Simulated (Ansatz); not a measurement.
**Relaxing a trial structure of CH6InSi**

The starting geometry of this gas-phase doublet was optimised with GFN2-xTB; its bonds are those of `[CH3][In][SiH3]`.

| atom | x (Å) | y (Å) | z (Å) |
| --- | --- | --- | --- |
| C | -1.8998 | -0.8813 | -2.3110 |
| In | -2.0194 | -1.6303 | -0.0857 |
| Si | 0.3469 | -0.6540 | 1.1738 |
| H | -2.3136 | 0.1266 | -2.3987 |
| H | -2.3891 | -1.5182 | -3.0521 |
| H | -0.8340 | -0.8290 | -2.5540 |
| H | 1.3222 | -1.0682 | 0.1447 |
| H | 0.9745 | -0.9356 | 2.4760 |
| H | 0.2249 | 0.8139 | 1.0765 |

Question: Predict what it relaxes into with r2SCAN-D4/def2-SVP.

Answer: It keeps its bonds, and is `[CH3][In][SiH3]`.

The energy falls by 0.29 eV over 53 steps:

| step | E − E(last) (eV) |
| --- | --- |
| 1 | 0.290 |
| 7 | 0.006 |
| 13 | 0.004 |
| 18 | 0.004 |
| 24 | 0.004 |
| 30 | 0.002 |
| 36 | 0.001 |
| 41 | 0.000 |
| 47 | 0.000 |
| 53 | 0.000 |

Final geometry (Å):

```xyz
9

C    -1.9258   -1.0239   -2.3836
In   -1.8634   -1.0128   -0.1754
Si    0.3989   -0.4530    1.0958
H    -1.6270   -0.0255   -2.7429
H    -2.9208   -1.2733   -2.7770
H    -1.1905   -1.7606   -2.7467
H     1.5884   -0.1509    0.2306
H     0.7692   -1.6068    1.9786
H     0.1837    0.7307    1.9902
```

No frequencies were run, so the end isn't proven a minimum. Open shells are spin-unrestricted. Atoms past krypton carry core potentials, without spin–orbit terms. Run with Ansatz 0.2.0, 2.8 min on 2 threads of Intel(R) Xeon(R) 6975P-C (Granite Rapids), with other jobs on the host.
